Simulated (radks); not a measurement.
The numbers below are computed, except where a source is named.
Numerical settings for the ytterbium ion Yb+, [Xe] 4f14 6s1. Code: a radial shooting solver on a logarithmic mesh with Libxc functionals. Model: Dirac Kohn-Sham, PBE, spin-unpolarised, spherical densities, finite nucleus; Fermi nuclear charge, rms radius 5.3108 fm. The defaults (mesh step 0.008 in ln r, mesh end at 40 bohr or more with all orbitals vanishing there, Anderson mixing 0.5 over 9 steps, residual threshold near 1e-9 with the energy settled to 1e-9 hartree or 1e-11 of itself, here a cap of 50 iterations) give E = -14074.0432 hartree and 4f7/2 at -9.157 eV in 18 iterations. Run on one thread of a shared host, so times are rough (Arm Neoverse V2): 0.17 s of CPU time, 0.17 s wall, 18 iterations on 2360 mesh points. Changes against that run (0 stands for a change within the tolerance of the run):

setting,iterations,converged,E (mhartree),e(4f7/2) (meV),CPU (s)
mesh step in ln r 0.03,18,yes,-0.000618,0,0.05
mesh step in ln r 0.005,18,yes,0,0,0.26
mesh step in ln r 0.012,18,yes,0,0,0.12
mesh end (bohr) 20,18,yes,0,0,0.16
mesh end (bohr) 5,18,yes,+95.2,+1.58e+03,0.15
residual threshold 0.1,11,yes,0,-0.838,0.13
residual threshold 0.01,11,yes,0,-0.838,0.13
mixing 0.2,20,yes,0,0,0.2
"linear mixing, mixing 0.5",50,no,+9.97e+04,+7.95e+03,0.68
"linear mixing, mixing 0.2",50,no,0,-0.0267,0.37
mixing history 2,31,yes,0,0,0.24
iteration cap 5,5,no,+95.8,+2.81e+03,0.06

Settings that end as converged yet miss the energy by more than 1 mhartree: mesh end (bohr) 5 (+0.0952 hartree). A mesh that ends early acts as a hard wall.
